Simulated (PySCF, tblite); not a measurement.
Isomers of C4H11O2PSi2, one GFN2-xTB conformer each. Single-point energies are computed at PBE0/pcSseg-1 (PySCF, gas phase, no added dispersion term), electronic only.

```csv
SMILES,GFN2-xTB relative energy (kJ/mol)
C[Si@@]1(P)C[C@@H](C=O)[SiH2]O1,0.0
C=C[SiH2][Si@@](C)(P)OC=O,212.0
```

Conformers: `[CH3:1][Si@@:2]1([PH2:3])[CH2:4][C@@H:5]([CH:6]=[O:7])[SiH2:8][O:9]1` with C1–Si2–P3–H -39° and 54°, C4–C5–C6–O7 20°, C1–Si2–C4–C5 91°, Si2–C4–C5–C6 -83°, C4–C5–Si8–O9 -26°, C5–Si8–O9–Si2 9°; `[CH2:1]=[CH:2][SiH2:3][Si@@:4]([CH3:5])([PH2:6])[O:7][CH:8]=[O:9]` with C1–C2–Si3–Si4 89°, C2–Si3–Si4–C5 168°, Si3–Si4–P6–H -65° and 28°, Si3–Si4–O7–C8 17°, Si4–O7–C8–O9 -4°.

**Question.** What does PBE0/pcSseg-1 give for the same structures?

**Answer.** 
```json
{"SMILES": "C[Si@@]1(P)C[C@@H](C=O)[SiH2]O1", "PBE0/pcSseg-1 E (Eh)": "-1229.13549", "PBE0/pcSseg-1 (kJ/mol)": "0.0", "GFN2-xTB (kJ/mol)": "0.0", "point group": "C1"}
{"SMILES": "C=C[SiH2][Si@@](C)(P)OC=O", "PBE0/pcSseg-1 E (Eh)": "-1229.07669", "PBE0/pcSseg-1 (kJ/mol)": "154.4", "GFN2-xTB (kJ/mol)": "212.0", "point group": "C1"}
```

Both levels put the same isomer lowest. As drawn, the higher has a C(=O)–O unit, an Si–Si bond and a C=C bond outside aromatic rings, which the lower lacks.

**Question.** Which frontier levels, dipoles and rotational constants go with these structures?

**Answer.** 
```csv
SMILES,"HOMO (eV, PBE0/pcSseg-1)",LUMO (eV),dipole (D),"A, B, C (MHz)"
C[Si@@]1(P)C[C@@H](C=O)[SiH2]O1,-7.29,-0.70,1.78,"1563, 758.6, 648.0"
C=C[SiH2][Si@@](C)(P)OC=O,-7.32,-0.61,1.00,"1091, 770.4, 622.9"
```

**Question.** What happens when harmonic zero-point energies from GFN2-xTB frequencies are added?

**Answer.** 
| SMILES | ZPE (kJ/mol) | electronic (kJ/mol) | with ZPE (kJ/mol) |
| --- | --- | --- | --- |
| C[Si@@]1(P)C[C@@H](C=O)[SiH2]O1 | 367.1 | 0.0 | 0.0 |
| C=C[SiH2][Si@@](C)(P)OC=O | 356.5 | 154.4 | 143.9 |

The zero-point energies span 10.6 kJ/mol. The order is unchanged.
